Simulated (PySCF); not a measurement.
Mapped SMILES: `[CH3:1][C:2]([F:3])([F:4])[c:5]1[cH:6][cH:7][cH:8][cH:9][cH:10]1`. Each H is labelled by its parent atom.

Theoretical values (PySCF): PBE0/pcSseg-1 with gauge-including orbitals, geometry from GFN2-xTB. A single conformation, gas phase, non-relativistic, averaged over atoms made equivalent by symmetry, fast rotation or ring inversion.

Scale: TMS for 13C (σref 186.93), 1H (σref 31.72); 19F (σref 170.95) vs CFCl3 (reference shieldings calculated alike).

```tsv
atoms	nucleus	count	Hirshfeld charge	δ (ppm)
H(C7)/H(C9)	1H	2	0.05	7.74
H(C1)	1H	3	0.05	1.74
C7/C9	13C	2	-0.04	133.9
C2	13C	1	0.19	?
C5	13C	1	-0.02	146.5
C6/C10	13C	2	-0.05	130.4
C1	13C	1	-0.14	?
H(C8)	1H	1	0.05	7.70
C8	13C	1	-0.04	134.7
H(C6)/H(C10)	1H	2	0.05	7.84
F3/F4	19F	2	-0.10	?
```

Problem. Fill in the missing shifts.

Solution. 
- C2: 129.1 ppm, fully substituted sp3 carbon bonded to 2 F, on an aromatic ring; 2 electronegative neighbours deshield it
- C1: 32.4 ppm, methyl carbon; saturated and bonded to C and H only
- F3/F4: -118.9 ppm, fluorine of a CF2 group

Shifts are as computed. Against solution values, carbons near 30 ppm lie about +3 ppm off and those near 130 ppm about +5 ppm. Of 1211 compounds with measured shifts, 218 miss one by over three times the rms of a fit or turn the order of signals round; such compounds aren't used in these exercises. Unscaled 19F shifts against computed CFCl3 carry errors that often reach 10 to 50 ppm.
